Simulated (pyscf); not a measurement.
## `[NH][NH2]`, doublet

Gas-phase minimum from PySCF at ωB97X-D3(BJ)/def2-SVP, one conformer. Other isomers of •HN–NH₂ were not searched in full and may lie lower. 

```xyz
5

N      0.9958     0.6212     0.1299
N      0.1597     0.2456    -0.8487
H      0.3988     1.0430     0.8533
H     -0.8177     0.0336    -0.6515
H      0.5810    -0.3553    -1.5509
```
Charge 0, spin multiplicity 2.

Bond lengths (Å): N1–N2 1.341, N1–H3 1.028, N2–H4 1.019, N2–H5 1.016. Bond angles (°): N2–N1–H3 105.4, N1–N2–H4 121.0, N1–N2–H5 114.3, H4–N2–H5 114.1.

Properties at ωB97X-D3(BJ)/def2-SVP:

```yaml
harmonic_wavenumbers_unscaled: 552, 713, 1143, 1326, 1482, 1652, 3462, 3528, 3669 cm⁻¹
zero_point_energy: 25.1 kcal/mol
rotational_symmetry_number: 1
Entropy of this conformer at 298 K and 1 atm, rigid rotor and harmonic oscillator, modes under 100 cm⁻¹ raised to 100: 237.3 J/(mol K)
dipole_moment: 2.67 D
Spin expectation value S2: 0.753
```

Single-point totals, which compare only within one level (frozen core for MP2 and CC):

```csv
level,total energy (hartree)
ωB97X-D3(BJ)/def2-TZVP,-111.31027
PBE/def2-TZVP,-111.14772
r²SCAN/def2-TZVP,-111.21496
B3LYP-D3(BJ)/def2-TZVP,-111.28366
PBE0-D3(BJ)/def2-TZVP,-111.15111
M06-2X/def2-TZVP,-111.22096
ωB97M-D3(BJ)/def2-TZVP,-111.30093
UHF/def2-TZVPP,-110.62556
MP2/def2-TZVPP,-111.02492
CCSD/def2-TZVPP,-111.04620
CCSD(T)/def2-TZVPP,-111.06200
```

The CCSD(T) − MP2 part came from Ansatz, without density fitting, on the same reference.
